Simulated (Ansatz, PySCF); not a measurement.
C₆H₁₂O₂. Atoms are numbered in the order given.

```xyz
20

C     -0.3580    -3.9616     0.0000
C      0.4701    -2.6766     0.0000
C     -0.3919    -1.4109     0.0000
C      0.4416    -0.1431     0.0000
O     -0.4608     0.9787     0.0000
C      0.1169     2.1994     0.0000
C     -0.9261     3.2897     0.0000
O      1.3152     2.3649     0.0000
H     -1.0073    -4.0154    -0.8893
H      0.2871    -4.8539     0.0000
H     -1.0073    -4.0154     0.8893
H      1.1347    -2.6655     0.8822
H      1.1347    -2.6655    -0.8822
H     -1.0520    -1.4038     0.8844
H     -1.0520    -1.4038    -0.8844
H      1.0931    -0.0776     0.8867
H      1.0931    -0.0776    -0.8867
H     -1.5707     3.1902     0.8864
H     -1.5707     3.1902    -0.8864
H     -0.4325     4.2681     0.0000
```

Geometry optimised at TPSSh-D3(BJ)/def2-SVP. Other conformers were not sampled.

Vertical ionisation energy (IE) and electron affinity (EA) in eV. Rows of orbital energies are one-electron estimates. Where ΔSCF, EOM or ADC give a negative EA the extra electron is unbound and the value depends on the basis.

| level | IE | EA |
|---|---|---|
| −ε(HOMO), −ε(LUMO), ωB97X/def2-SVP (PySCF) | 10.23 | -2.93 |
| ΔSCF, CAM-B3LYP/def2-SVPD (Ansatz), final states of multiplicity 2 and 2 | 10.38 | -1.79 |

Problem. What vertical singlet–triplet gap does ΔSCF give with CAM-B3LYP/def2-SVPD (Ansatz, a program for electronic structure)? (Estimate from the structure and the level; the computed values follow.)

Solution. 5.34 eV (triplet above singlet where positive).
